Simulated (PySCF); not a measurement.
Species: CaF (doublet state).
Bonds: F1–Ca2.

Identity: `[F][Ca]` [radical].

The calculation used PySCF, UKS B3LYP, IGLO-III on F, def2-TZVP with uncontracted s and p shells and three added tight s functions on Ca, non-relativistic, mean-field spin-orbit, GIAO. Isolated species at its PBE0-D3(BJ)/def2-SVP geometry, gas phase.

Problem. What are g_iso and the isotropic 19F coupling of F1?

Solution. g_iso = 2.00120 and a = +130.23 MHz, or +4.650 mT (Mulliken spin population -0.01).

Problem. Take this nucleus alone (I = 1/2, g_N = 5.2577) with S = 1/2. Where do its 2 lines fall at 9.613 GHz to first order, to second order and exactly?

Solution. B0 = hν/(g μB) = 343.208 mT and a/B0 = 0.0135. B(1) = B0 − a·mI, B(2) = B(1) − a²[I(I+1) − mI²]/(2B0); the exact values solve the Breit–Rabi equation, nuclear Zeeman term included.

| mI | first order (mT) | second order (mT) | exact (mT) | exact − first order |
| --- | --- | --- | --- | --- |
| −1/2 | 345.533 | 345.517 | 345.517 | -0.016 |
| +1/2 | 340.883 | 340.868 | 340.868 | -0.016 |

Problem. What g and a would be read from the two outer exact lines by first-order rules?

Solution. Their midpoint, 343.193 mT, gives an apparent g of 2.00129 (true 2.00120), and their distance over 2I an apparent |a| of 4.650 mT (true 4.650).
